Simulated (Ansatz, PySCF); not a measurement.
O3Ta, SMILES [O]=[Ta]1[O][O]1 (connectivity only; charge and spin as stated), neutral, multiplicity 2. Atoms are numbered in the order given.

```xyz
4

Ta    -0.2134    -0.1604     0.6095
O      0.2684    -1.4437    -0.4294
O      0.8545     1.3906     0.2325
O     -0.4541     1.4360    -0.4308
```
Charge 0, spin multiplicity 2.

Geometry: r2SCAN-D4/def2-TZVP. The multiplicity is an assumed one; other spin states were not compared. The def2 effective core potentials stand for the cores of Ta; spin–orbit coupling is left out.

Two levels are set side by side: PBE-D3(BJ)/def2-TZVP (Ansatz, a first-principles code) and r2SCAN-D4/def2-TZVP (Ansatz). Each level has its own optimised geometry; the coordinates shown are those of the second. Frequencies come from the Hessian of PySCF at each geometry. Differences are taken from unrounded values.

```json
[
 {"quantity": "mean bond length (Å)", "r2SCAN-D4": "1.757"},
 {"quantity": "bond Ta1–O2 (Å)", "r2SCAN-D4": "1.720"},
 {"quantity": "bond Ta1–O3 (Å)", "r2SCAN-D4": "1.921"},
 {"quantity": "bond Ta1–O4 (Å)", "r2SCAN-D4": "1.921"},
 {"quantity": "bond O3–O4 (Å)", "r2SCAN-D4": "1.468"},
 {"quantity": "highest harmonic wavenumber (cm⁻¹)", "r2SCAN-D4": "993"},
 {"quantity": "mean harmonic wavenumber (cm⁻¹)", "r2SCAN-D4": "599"},
 {"quantity": "zero-point energy (kcal/mol)", "r2SCAN-D4": "5.14"}
]
```

Q: What does PBE-D3(BJ) give, and how far is it from r2SCAN-D4? (An estimate is asked for; the answer gives what the named calculation found.)

A: 
| quantity | PBE-D3(BJ) | PBE-D3(BJ) minus r2SCAN-D4 |
|---|---|---|
| mean bond length (Å) | 1.767 | 0.010 |
| bond Ta1–O2 (Å) | 1.730 | 0.010 |
| bond Ta1–O3 (Å) | 1.931 | 0.010 |
| bond Ta1–O4 (Å) | 1.931 | 0.010 |
| bond O3–O4 (Å) | 1.478 | 0.010 |
| highest harmonic wavenumber (cm⁻¹) | 962 | -31 |
| mean harmonic wavenumber (cm⁻¹) | 579 | -20 |
| zero-point energy (kcal/mol) | 4.96 | -0.17 |
